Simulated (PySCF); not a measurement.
## Exercise with solution: chemical shift, span and skew from a shielding tensor

C₂H₄N₂OSi, SMILES [Si@@H]1(O)N=CN=C1. Atoms are numbered in the order given.

```xyz
10

O     -1.7233     0.0481     1.3293
Si    -0.6464     0.5342     0.1702
C      1.2284     0.4896     0.5807
N      1.8259    -0.2678    -0.2733
C      0.8519    -0.8491    -1.2013
N     -0.4006    -0.6163    -1.1570
H     -1.6638    -0.8636     1.6392
H     -1.1161     1.8579    -0.3034
H      1.8457     1.0038     1.3328
H      1.3112    -1.5150    -1.9505
```
Charge 0, spin multiplicity 1.

The structure is a stationary point at r2SCAN-D4/def2-SVP. The structure was generated by enumeration; whether it is a known compound was not checked. One conformer was computed; it need not be the lowest.

GIAO shieldings from HF/pcSseg-1 run with PySCF, non-relativistic, no solvent. The symmetric part of the tensor of C5 has the principal values -117.0, 51.1, 97.2 ppm. The same nucleus in TMS has σ = 192.6 ppm at this level (PySCF, at its B3LYP-D3(BJ)/def2-TZVP geometry).

Question: Work out the isotropic shielding, the ¹³C shift against TMS, the span and the skew.

Answer: 
σ(iso) = (σ11 + σ22 + σ33)/3 = 10.4 ppm. δ = σ(ref) − σ(iso) = 192.6 − (10.4) = 182.2 ppm.
Span Ω = σ33 − σ11 = 214.2 ppm. Skew κ = 3(σ(iso) − σ22)/Ω = -0.57. Tumbling in solution averages the tensor to δ; in a static solid the shielding alone would spread this spin-1/2 line over Ω.
